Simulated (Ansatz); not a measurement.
Mo3H3Se9, relaxed as a doublet with UKS PBE-D4/def2-SVP in Ansatz, starting from the GFN2-xTB geometry. Force threshold 0.03 eV/Å.

In the def2 sets Mo takes a core potential; there is no spin–orbit coupling.

Start:

Cartesian coordinates in Å:
```
Mo 0.806 0.545 1.263
Mo -1.148 -1.243 0.421
Mo 0.797 0.174 -1.520
Se 0.271 0.365 3.680
Se 0.399 2.770 0.880
Se 2.963 -0.187 1.443
Se -2.920 -0.062 1.207
Se -0.523 -3.032 1.668
Se -0.993 1.033 -2.640
Se 1.608 -1.801 -2.306
Se -2.117 -2.523 -1.471
Se 2.672 1.568 -2.201
H -1.022 1.021 3.797
H -2.953 -1.551 -2.159
H 2.160 2.923 -2.061
```

Problem. Estimate the energy that the relaxation releases and the steps that it takes.

Solution. 91.2 kcal/mol, in 48 steps; 4.7 min on 2 threads of AMD EPYC 7R13 on a shared host and a share (18 GiB) of an NVIDIA H100 80GB HBM3. No frequencies were taken in this run, so the end may be a saddle point.

Problem. Does the start keep its bonding and symmetry?

Solution. Bonds formed: Mo1–Se7, Mo1–Se10, Mo2–Se9, Mo2–Se10, Mo3–Se5, Se4–Se6 (atoms count from 1).

Problem. Predict the relaxed structure.

Solution. 
| atom | x (Å) | y (Å) | z (Å) |
| --- | --- | --- | --- |
| Mo1 | 0.238 | 0.254 | 1.400 |
| Mo2 | -1.006 | -1.642 | -0.374 |
| Mo3 | 0.059 | 1.082 | -1.168 |
| Se4 | 0.439 | 0.927 | 4.006 |
| Se5 | -0.023 | 2.578 | 0.716 |
| Se6 | 2.091 | -0.376 | 2.886 |
| Se7 | -1.927 | -0.655 | 1.750 |
| Se8 | -0.700 | -3.792 | 0.367 |
| Se9 | -2.136 | 0.475 | -1.599 |
| Se10 | 1.335 | -0.959 | -0.543 |
| Se11 | -1.650 | -2.717 | -2.574 |
| Se12 | 1.401 | 1.939 | -3.046 |
| H13 | 1.118 | 2.256 | 3.870 |
| H14 | -1.898 | -1.509 | -3.423 |
| H15 | 2.658 | 2.139 | -2.270 |
Bond lengths (bridged metal pairs left out): 14 × Mo–Se 2.29 to 2.70 Å; 1 × Se–Se 2.38 Å; 3 × H–Se 1.49 to 1.50 Å.
